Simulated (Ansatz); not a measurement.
`[SiH3][SnH]([Cl])[Cl]` + `O=C(O)[SeH]` → `O=C([SeH])O[SiH3]` + `[Cl][SnH2][Cl]`  (cleavage of the Si–Sn bond)

Program: Ansatz. Geometries: PBE0-D4/def2-TZVP. ΔE: electronic, gas phase. CCSD(T)/CBS is the MP2 limit (def2-TZVPP, def2-QZVPP) plus CCSD(T) − MP2 in def2-TZVPP, frozen cores. Elements past krypton have def2 core potentials. For Se, Sn outer-core shells are correlated without core-valence functions, which leaves a few kJ/mol of doubt a bond. Scalar relativity is left out up to krypton. Each species was taken in one conformer, which may not be the lowest.

| level | ΔE (kJ/mol) |
| --- | --- |
| HF/def2-QZVPP | -64.2 |
| MP2/def2-QZVPP | -44.9 |

What does CCSD(T)/CBS give? (An estimate is asked.)

Ansatz gave: -41.9 kJ/mol. The listed levels differ from it by -22.3, -3.0 kJ/mol.

Largest T1 diagnostic among the species: 0.014.

In def2-TZVPP, CCSD(T) changes the Hartree–Fock value by +15.3 kJ/mol (the triples alone add +1.6 kJ/mol) and MP2 by +15.1 kJ/mol. From PBE to PBE0 (25 % exact exchange), in def2-TZVPP and without D4, ΔE moves by −6.6 kJ/mol.
